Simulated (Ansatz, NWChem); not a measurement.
## How basis sets differ on C8H6BF3Se (SMILES CC#CB1C=CC=C(C(F)(F)F)[Se]1)

C8H6BF3Se: 19 atoms, total charge 0, spin state singlet. As SMILES, `CC#CB1C=CC=C(C(F)(F)F)[Se]1`. The shape comes from GFN2-xTB, which is rough for such elements, and wasn't checked as a minimum.

Each level gives the dipole moment (D). The values are calculated.

```json
{"level": "B3LYP/STO-3G", "kind": "global hybrid", "program": "NWChem", "value (D)": "1.32"}
{"level": "B3LYP/3-21G", "kind": "global hybrid", "program": "NWChem", "value (D)": "3.16"}
{"level": "B3LYP/6-31G", "kind": "global hybrid", "program": "NWChem", "value (D)": "3.90"}
{"level": "B3LYP/6-31G* (spherical functions)", "kind": "global hybrid", "program": "Ansatz", "value (D)": "3.12"}
{"level": "B3LYP/6-31G* (Cartesian functions)", "kind": "global hybrid", "program": "Ansatz", "value (D)": "3.12"}
```

All-electron rows without a relativistic Hamiltonian named are non-relativistic. The values span 1.32 to 3.90 D. Sets without polarisation functions give poor dipoles.
